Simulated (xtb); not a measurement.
C6H9O (SMILES O=C1C[CH]CCC1), doublet, geometry from GFN2-xTB. Base run: GFN0-xTB (xtb).

Geometry (Å):
```xyz
16

O     -0.9568     0.2013    -1.8662
C     -0.8200     0.0940    -0.6693
C     -0.6866     1.3002     0.2612
C      0.7707     1.1517     0.3765
C      1.2726     0.0083     1.1719
C      0.8740    -1.2988     0.4512
C     -0.6013    -1.2193     0.0549
H     -1.0001     2.2146    -0.2354
H     -1.2177     1.1491     1.1997
H      1.4089     1.6263    -0.3483
H      2.3552     0.0501     1.2902
H      0.8106     0.0075     2.1644
H      1.4794    -1.4077    -0.4504
H      1.0561    -2.1610     1.0958
H     -0.8632    -2.0416    -0.6113
H     -1.2310    -1.2642     0.9459
```
Charge 0, spin multiplicity 2.
All else is at xtb's defaults.
Base energy -20.87341 Eh.

Variants of this job, named by their change:

| change | ΔE vs base (mEh) |
|---|---|
| base | 0.000 |
| acc = 0.0001 | 0.000 |
| etemp = 3000 | -0.806 |
| acc = 30 | 0.000 |
| etemp = 10 | 0.000 |
| file = coord | 0.000 |
